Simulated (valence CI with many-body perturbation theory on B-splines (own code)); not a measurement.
Ladder of approximations for Gd⁵¹⁺

Calculated by valence CI with perturbative core correlation (CI+MBPT): three valence electrons over a frozen Dirac-Fock core [Ne], radial functions for each j: 11 s, 11 p, 9 d, 7 f, 5 g, 2 h, 1 i, with the one-electron correlation potential Σ1 (screened to all orders), the two-electron term Σ2, the three-electron term Σ3, Breit, model QED; selected single and double excitations, second order for the rest (own B-spline code, finite nucleus).

The last digits are not significant, and no measured levels were compared; by estimate large intervals hold to a few tenths of a per cent, small ones and those within an open d or f shell to about a per cent.

Each rung adds one term. CI alone is the Dirac-Coulomb CI over the frozen core; QED comes last and gives the full result, which names the levels. Energies are above (3s^2 3p1/2) J=1/2 on the same rung, in eV.

Levels are named by their leading jj configuration (3d3/2^4 stands for four electrons in 3d with j = 3/2), which in mixed levels can hold well under half, so a name can repeat and another be missing. Letters in brackets count levels of one name in rising energy.

```
                     Level  CI alone    + Σ1    + Σ2    + Σ3  + Breit    Full
        (3s 3p1/2^2) J=1/2    133.24  132.98  132.95  132.97   135.39  132.67
        (3s^2 3p3/2) J=3/2    184.90  185.03  185.10  185.10   182.71  182.95
(3s 3p1/2 3p3/2) J=3/2 [a]    293.95  293.83  294.09  294.12   294.13  291.70
    (3s 3p1/2 3p3/2) J=5/2    309.17  309.05  309.19  309.21   308.70  306.30
(3s 3p1/2 3p3/2) J=3/2 [b]    327.75  327.63  327.58  327.60   326.97  324.86
    (3s 3p1/2 3p3/2) J=1/2    336.25  336.12  335.70  335.70   335.77  333.29
        (3s^2 3d3/2) J=3/2    380.40  380.30  379.73  379.69   377.01  376.43
        (3s^2 3d5/2) J=5/2    415.51  415.53  415.23  415.21   410.85  410.65
     (3p1/2^2 3p3/2) J=3/2    460.50  460.13  459.98  460.02   461.50  456.99
(3s 3p1/2 3d3/2) J=3/2 [a]    474.75  474.40  474.36  474.36   474.00  470.77
    (3s 3p1/2 3d3/2) J=5/2    485.89  485.54  485.48  485.48   484.36  481.46
        (3s 3p3/2^2) J=5/2    491.68  491.68  491.76  491.77   489.12  487.00
    (3s 3p1/2 3d3/2) J=1/2    507.47  507.13  506.66  506.64   506.02  503.14
(3s 3p1/2 3d3/2) J=3/2 [b]    511.26  510.92  510.45  510.41   509.69  506.70
        (3s 3p3/2^2) J=1/2    521.18  521.19  521.07  521.06   518.85  516.65
        (3s 3p3/2^2) J=3/2    527.45  527.45  527.03  527.03   524.56  522.35
(3s 3p1/2 3d5/2) J=5/2 [a]    529.10  528.87  528.69  528.67   526.64  523.86
    (3s 3p1/2 3d5/2) J=7/2    539.89  539.66  539.43  539.42   536.82  534.05
(3s 3p1/2 3d5/2) J=5/2 [b]    548.81  548.57  548.29  548.25   546.02  543.20
```

(1) How does the ionisation energy move along the ladder, and which term matters most?

Results:

(1) CI alone 4699.6, + Σ1 4700.7, + Σ2 4700.6, + Σ3 4700.5, + Breit 4694.7, + QED 4694.7 eV. The largest step is Breit, -5.8 eV. NIST lists 4693 ± 4 eV (theoretical).
